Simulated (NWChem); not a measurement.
System: HSeSBr; SMILES S[Se]Br

```xyz
4

Se     0.7267    -0.6069     0.0048
Br    -0.2276     1.5426     0.0079
S     -0.9713    -1.9576     0.0526
H     -1.2003    -2.0349    -1.2822
```
Atoms are numbered in this order, from 1.

Computed with NWChem. Coordinates come from a PBE0/def2-SVP optimisation. B3LYP is NWChem's, with the RPA form of VWN correlation. Ions are spin-unrestricted doublets at the neutral geometry; other ion states weren't tried.

**Question.** Order these by “−ε(HOMO) (eV)”, lowest first: B3LYP/def2-SVP; BHandHLYP/def2-SVP; PBE/def2-SVP.

**Answer.** PBE/def2-SVP (5.64), B3LYP/def2-SVP (6.59), BHandHLYP/def2-SVP (7.95)
